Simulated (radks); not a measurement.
Species: Ar10+. Configuration: [He] 2s2 2p4. All-electron calculation, scalar-relativistic Kohn-Sham, BLYP, spin-polarised, spherical densities, finite nucleus; open shells are filled with parallel spins first; Fermi nuclear charge, rms radius 3.4274 fm. Program: a radial shooting solver on a logarithmic mesh with Libxc functionals. Some entries of the table are withheld. Estimate them.

orbital,occ.,eigenvalue (eV),<r^2> (bohr^2),<r> (bohr)
1s up,1,-3459.236,0.009852,0.08560
1s down,1,-3453.705,0.009820,0.08547
2s up,1,(1),0.1796,(2)
2s down,1,(3),0.1821,(4)
2p up,3,(5),0.1466,0.3462
2p down,1,(6),0.1496,0.3494

Answer. 
(1) 2s up eigenvalue (eV): -579.7298
(2) 2s up <r> (bohr): 0.3907
(3) 2s down eigenvalue (eV): -569.4168
(4) 2s down <r> (bohr): 0.3932
(5) 2p up eigenvalue (eV): -521.5903
(6) 2p down eigenvalue (eV): -509.6977
